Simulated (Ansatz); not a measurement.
Cost and result up the ladder for Al6Ge (7 atoms). The state is a singlet with charge 0. Geometry: B3LYP-D4/def2-SVP.

Cartesian coordinates in Å:
```
Ge 1.2079 -2.0590 -1.0570
Al -1.1905 -1.1336 -0.5978
Al -1.3584 1.4536 -0.7939
Al 0.9921 -0.7800 1.2086
Al 1.0127 0.5309 -1.3206
Al -1.3799 0.1974 1.6260
Al 0.7162 1.7907 0.9346
```

Ansatz on 4 threads of Arm Neoverse V2 on a shared host. Times are rough, and most runs start from the orbitals of an earlier one. No level here is sound enough to serve as a yardstick. Binding counts from free atoms at the same level (Ge triplet, Al doublet; other spins of the atoms weren't run), without zero-point energy or a counterpoise term.

The 6-31G sets use Cartesian d functions. B3LYP takes the VWN-RPA correlation. Correlated methods freeze 39 core orbitals; core or outer-core shells of Ge are correlated, in sets that lack core-valence functions. The rows differ in basis, and correlated rows in double-zeta sets carry the largest basis error. The structure comes from a short search, and lower isomers may exist.

Run but left out: HF/def2-TZVP (restricted singlet, unstable towards broken spin symmetry); HF/6-31G, HF/def2-TZVPD (restricted singlet, unstable in another Hartree–Fock run and untested here).

Correlated methods converge slowly with the basis, most of all in double-zeta sets.

| level | functions | binding energy per atom (eV) | remarks |
| --- | --- | --- | --- |
| RPA@PBE/def2-TZVP | 270 | 1.98 | restricted SCF unstable in HF |
| PBE0-D4/def2-SVP | 140 | 2.33 | restricted SCF unstable in HF |
| BLYP-D4/def2-TZVP | 270 | 2.10 | restricted SCF unstable in HF |
| r2SCAN-D4/def2-TZVP | 270 | 2.45 | restricted SCF unstable in HF |
| MP2/def2-TZVP | 270 | 2.52 | restricted SCF unstable |
| PBE0-D4/def2-TZVP (with forces) | 270 | 2.36 | restricted SCF unstable in HF |
| PBE-D4/def2-TZVPD | 312 | 2.47 | restricted SCF unstable in HF |
| PBE0-D4/def2-TZVPD | 312 | 2.36 | restricted SCF unstable in HF |
| B3LYP-D4/6-31G | 107 | 1.76 | restricted SCF unstable in HF |
| PBE-D4/def2-SVP | 140 | 2.45 | restricted SCF unstable in HF |
| PBE-D4/def2-TZVP | 270 | 2.47 | restricted SCF unstable in HF |
| CCSD(T)/def2-SVP | 140 | 2.06 | large T1 (0.024), restricted SCF unstable |
| ωB97X-V/def2-TZVP | 270 | 2.12 | restricted SCF unstable in HF |

(1) Estimate how long each takes.

Answers

(1) PBE-D4/def2-SVP 2.4 s; B3LYP-D4/6-31G 2.4 s; PBE0-D4/def2-SVP 3.6 s; PBE-D4/def2-TZVP 5.5 s; BLYP-D4/def2-TZVP 6 s; PBE-D4/def2-TZVPD 8 s; RPA@PBE/def2-TZVP 11 s; MP2/def2-TZVP 12 s; r2SCAN-D4/def2-TZVP 14 s; PBE0-D4/def2-TZVPD 16 s; PBE0-D4/def2-TZVP (with forces) 17 s; CCSD(T)/def2-SVP 18 s; ωB97X-V/def2-TZVP 26 s. On shared hardware such times vary by a factor of up to 3.
